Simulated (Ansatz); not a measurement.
Frontier orbitals of C2H9FGaN (`[CH3][Ga-]([CH3])([NH3+])[F]`).

Total charge 0; spin multiplicity 1. Correlated methods include outer-core shells of Ga, which these sets cover unevenly. Scalar relativity is left out up to krypton. Geometry: relaxed with PBE0-D4/def2-TZVP. It is one conformer, not always the lowest. Basis def2-TZVPP, Ansatz 0.2.0.

Orbital energies of one run (eV). Highest occupied ones, from the top: -5.72, -6.81, -7.30, -7.36, -8.19, -8.89, -8.99, -9.12, -9.23, -10.54, -13.14, -13.26, -15.88, -16.09. Empty: -0.91, 0.55, 0.97, 1.05, 1.39, 1.69.

Question: Which functional gave them?
A. BLYP
B. B3LYP
C. HSE06 (plane-wave form)
D. ωB97M-V

Answer: A. HOMO energies: BLYP -5.72, B3LYP -6.92, HSE06 -6.74, ωB97M-V -9.38 eV.

B3LYP here is the variant with VWN-RPA as its local correlation; programs differ in this.
